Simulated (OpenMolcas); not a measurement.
**F V: the spin-orbit constant, worked from levels**

```yaml
Program: OpenMolcas
Basis: ANO-R2 [4s4p2d1f]
Scalar_Hamiltonian: X2C, finite nucleus
Active_space: 3 electrons in 4 orbitals (2s 2p)
State_averaging: 2S+1 = 4 odd, 1 root; 2S+1 = 2 odd, 11 roots (8 in the spin-orbit step); 2S+1 = 4 even, 3 roots; 2S+1 = 2 even, 9 roots
Spin-orbit_coupling: state interaction with AMFI integrals over the reference wave functions, term energies averaged over their components
```

Methods: CASSCF; SS-CASPT2, IPEA 0.25 Eh, imaginary shift 0.1 Eh (closed shells correlated: 1s). Measured levels: Moore, Atomic Energy Levels, vol. I, NSRDS-NBS 35 (1971 reprint of NBS Circular 467, 1949).

**The spin-orbit constant.** For the Hund term 2P* of p1, E(J) = (A/2) J(J+1) + constant and ζ = 2S·A = A. From J = 1/2 to J = 3/2 the energy changes by 1.5 A.

```
   Source  E(3/2) - E(1/2)      A    ζ
   CASSCF            682.0  454.7  455
SS-CASPT2            682.0  454.7  455
 measured            746.0  497.3  497
```

All in cm-1. SS-CASPT2 is off by -8.6 % and CASSCF by -8.6 %. Both methods take the spin-orbit matrix elements from the reference wave functions, so the second can move ζ only through the term energies and any multistate remixing.

Measured partners are found by configuration, term and J. A level has none where our copy of the source lacks it or the pairing is in doubt (some pairs that miss far off the trend of their configuration count as doubtful), and it then counts in no deviation. Levels of configurations outside the active space are missing.

* marks odd parity.
